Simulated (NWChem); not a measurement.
System: CH$_{4}$BClSe; SMILES CB([SeH])Cl

Input file for NWChem:

```
start job
memory heap 200 mb stack 900 mb global 1100 mb
geometry units angstroms noautoz
  B      0.438905     0.557970    -0.087056
  Cl    -0.763188     1.825664    -0.429712
  C      1.959256     0.933368    -0.040732
  H      2.261934     1.378459    -0.998320
  H      2.624363     0.091937     0.173008
  H      2.128418     1.708538     0.719107
  Se    -0.299424    -1.223839     0.202284
  H      1.006188    -1.884806     0.436145
end
basis spherical
  * library def2-svp
end
dft
  xc xcamb88 1.00 lyp 0.81 vwn_5 0.19 hfexch 1.00
  cam 0.33 cam_alpha 0.19 cam_beta 0.46
  iterations 150
  mulliken
end
task dft energy
```

Geometry: optimised at B3LYP/6-31G* (spherical d).

Task: Give the results of this calculation. (CAM-B3LYP/def2-SVP.) Quantities: energy (Ha); highest occupied level (eV); orbital gap (eV); dipole (D).

Result: The energy (Ha) is -2926.80. The highest occupied level (eV) is -8.63. The orbital gap (eV) is 8.97 and the dipole (D) comes out as 1.82.
